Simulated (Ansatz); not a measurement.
# Ligand exchange: AuBr + SiH2(SiH3)Cl → AuCl + SiH2(SiH3)Br

Species: AuBr (bromogold), singlet; SiH2(SiH3)Cl, singlet; AuCl (gold monochloride), singlet; SiH2(SiH3)Br, singlet. The partners trade Br for Cl: Au–Br and Si–Cl bonds give way to Au–Cl and Si–Br.

Shapes, held fixed at every level: PBE0-D4/def2-TZVP. Programs: Ansatz 0.2.0. The zero-point and thermal change to 298 K, harmonic and unscaled (PBE0-D4/def2-TZVP), is -0.4 kJ/mol.

```csv
level,kind,ΔH(298 K) (kJ/mol),less CCSD(T)/def2-TZVPP,CPU time (sum over the molecules)
r2SCAN-D4/def2-TZVPP,meta-GGA,+35.4,-2.2,24 s
B3LYP-D4/def2-TZVPP,global hybrid,+37.5,-0.1,25 s
BHLYP-D4/def2-TZVPP,global hybrid,+39.4,+1.8,16 s
wB97X-V/def2-TZVPP,range-separated hybrid,+36.1,-1.5,43 s
B2PLYP/def2-TZVPP,double hybrid,+38.6,+1.0,29 s
CCSD(T)/def2-SVP,coupled cluster or CI,+38.2,+0.6,17 s
CCSD/def2-SVP,coupled cluster or CI,+39.3,+1.7,–
CCSD(T)/def2-TZVPP,coupled cluster or CI,+37.6,0.0,4.1 min
```

The highest level, CCSD(T)/def2-TZVPP, gives ΔH(298 K) = +37.6 kJ/mol; the levels span +35.4 to +39.4. The column of differences is taken from that level and isn't an error. No measured value is set beside it here. T1 is large for AuBr (0.022), AuCl (0.025), so single-reference values are less sure there. For atoms past krypton def2 sets carry core potentials with scalar relativity. Relativity is left out for Br. Outer-core shells of Au, Br are correlated in most correlated rows, in sets that cover them unevenly. Times are processor times on shared x86 and Arm servers, and rough.
